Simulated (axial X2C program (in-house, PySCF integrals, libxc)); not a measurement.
Outer orbitals of MoB at 1.972 Å, PBE50

Calculated with an in-house relativistic program for diatomic molecules. Spin-free means the one-electron spin-free X2C Hamiltonian; two-component (2c) means X2C with spin–orbit coupling and atomic mean-field two-electron Coulomb and Gaunt terms, so the difference of the two also holds small scalar two-electron terms. Basis: Mo dyall-cv3z [11s12p9d5f3g], B dyall-v3z [7s6p2d1f] (cores contracted in-house); Gaussian nuclei, density fitting, unrestricted open shells. Masses: Mo 97.905 u, B 11.009 u.

The distance is close to the 2c PBE0 minimum; the highest filled and lowest empty levels are listed.

Spin-free orbitals, state M_S = 5/2, Λ = 1 (beyond evenly filled blocks: 2 × σα, π+α, π+β, π-α, δ+α, δ-α) (Löwdin shares):

```tsv
symmetry	occupied	ε (eV)	atomic character
σα	yes	-12.71	49% B s, 29% Mo d, 11% Mo s
σβ	yes	-11.64	54% B s, 16% Mo d, 13% Mo p
π+α	yes	-8.20	82% Mo d, 14% B p, 2% B d
π-α	yes	-8.20	82% Mo d, 14% B p, 2% B d
σα	yes	-8.17	48% Mo d, 28% B p, 13% B s
δ+α	yes	-7.89	99% Mo d
δ-α	yes	-7.89	99% Mo d
π+β	yes	-6.19	53% B p, 37% Mo d, 5% Mo p
σα	yes	-5.99	49% Mo s, 34% B p, 8% Mo d
π-β	no	-1.80	52% B p, 38% Mo d, 7% Mo p
σβ	no	-1.24	43% B p, 24% Mo p, 19% Mo d
π-α	no	-1.12	60% Mo p, 32% B p, 6% Mo d
π+α	no	-1.12	60% Mo p, 32% B p, 6% Mo d
```

Spinors with spin–orbit coupling (state Ω = 7/2):

```json
{"ω": "1/2", "occupied": "yes", "ε (eV)": "-12.72", "atomic character": "49% B s, 28% Mo d, 11% Mo s", "λ mixture": "100% σ"}
{"ω": "-1/2", "occupied": "yes", "ε (eV)": "-11.64", "atomic character": "54% B s, 16% Mo d, 13% Mo p", "λ mixture": "100% σ"}
{"ω": "-1/2", "occupied": "yes", "ε (eV)": "-8.23", "atomic character": "83% Mo d, 14% B p, 2% B d", "λ mixture": "100% π"}
{"ω": "1/2", "occupied": "yes", "ε (eV)": "-8.17", "atomic character": "48% Mo d, 28% B p, 13% B s", "λ mixture": "100% σ"}
{"ω": "3/2", "occupied": "yes", "ε (eV)": "-8.15", "atomic character": "82% Mo d, 14% B p, 2% B d", "λ mixture": "100% π"}
{"ω": "-3/2", "occupied": "yes", "ε (eV)": "-7.97", "atomic character": "99% Mo d", "λ mixture": "100% δ"}
{"ω": "5/2", "occupied": "yes", "ε (eV)": "-7.79", "atomic character": "99% Mo d", "λ mixture": "100% δ"}
{"ω": "1/2", "occupied": "yes", "ε (eV)": "-6.21", "atomic character": "53% B p, 37% Mo d, 5% Mo p", "λ mixture": "99% π, 1% σ"}
{"ω": "1/2", "occupied": "yes", "ε (eV)": "-5.98", "atomic character": "48% Mo s, 34% B p, 8% Mo d", "λ mixture": "99% σ, 1% π"}
{"ω": "-3/2", "occupied": "no", "ε (eV)": "-1.78", "atomic character": "52% B p, 38% Mo d, 7% Mo p", "λ mixture": "100% π"}
{"ω": "-1/2", "occupied": "no", "ε (eV)": "-1.25", "atomic character": "42% B p, 25% Mo p, 19% Mo d", "λ mixture": "97% σ, 3% π"}
{"ω": "-1/2", "occupied": "no", "ε (eV)": "-1.15", "atomic character": "59% Mo p, 33% B p, 7% Mo d", "λ mixture": "97% π, 3% σ"}
{"ω": "3/2", "occupied": "no", "ε (eV)": "-1.08", "atomic character": "60% Mo p, 32% B p, 7% Mo d", "λ mixture": "100% π"}
```

Mulliken charges and populations of the two-component result (they depend on the basis, above all on diffuse functions):

Mo 0.10 e (s 8.83 p 18.12 d 14.93 f 0.02), B -0.10 e (s 3.60 p 1.45 d 0.04 f 0.01). ⟨Lz⟩ = 1.00 ħ and ⟨Sz⟩ = 2.50 ħ (2.38 and 0.12 on the two atoms), which add up to Ω.

The state is a single determinant with fixed occupations, the lowest that a limited PBE0 search found. Density functionals use the spin component along the axis (collinear). Other states lie close and PBE0, whose exact exchange favours high spin, may order them wrongly; the determinant shown need not be the ground state. The nearest other spin-free determinant of the search, M_S = 3/2, Λ = 1, lies 0.19 eV up at the distance of the search. The functionals have no current-density term, which raises determinants with orbital currents, atoms included. With several unpaired electrons one determinant need not be a pure state. A state of lower Ω lies just above, and one determinant can place such states too high, so the state shown need not be the lowest. The search has Ω = 3/2 only 0.04 eV up. The determinant is spin-polarised beyond a pure state at some levels (its spin-free form has ⟨S²⟩ too high), which makes Re and μ there less reliable.
